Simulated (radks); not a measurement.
The numbers below are computed, except where a source is named.
These are the eigenvalues of the occupied orbitals of an atom or ion with whole-number occupations (Ry). Code: a radial shooting solver on a logarithmic mesh with Libxc functionals. Model: scalar-relativistic Kohn-Sham, MS2 meta-GGA, spin-polarised, spherical densities, finite nucleus; meta-GGA in the generalised Kohn-Sham scheme; Fermi nuclear charge, rms radius of each element as measured or else 0.836 A^(1/3) + 0.57 fm.

1s up: -2964.070
1s down: -2964.070
2s up: -476.5938
2s down: -476.5935
2p up: -426.6221
2p down: -426.6218
3s up: -104.3868
3s down: -104.3735
3p up: -88.40319
3p down: -88.38720
3d up: -65.82460
3d down: -65.80872
4s up: -22.67167
4s down: -22.63044
4p up: -17.43839
4p down: -17.39003
4d up: -9.91963
4d down: -9.85735
5s up: -4.73504
5s down: -4.70738
5p up: -3.41832
5p down: -3.39575
4f up: -2.08449

Which element is it, and in what charge state? The configuration may be excited. Open shells, if any, are filled with parallel spins first.

Answer. Z = 58, cerium, charge +3: Ce3+ in [Xe] 4f1. The list shows which subshells hold electrons but not how many an open one holds; the 1s level, -1482 hartree, gives Z - s = 54.4 by -(Z - s)^2/2, which with screening and relativity narrows Z to a few neighbours, and the depths of the outer levels then fix element, charge and occupations together.
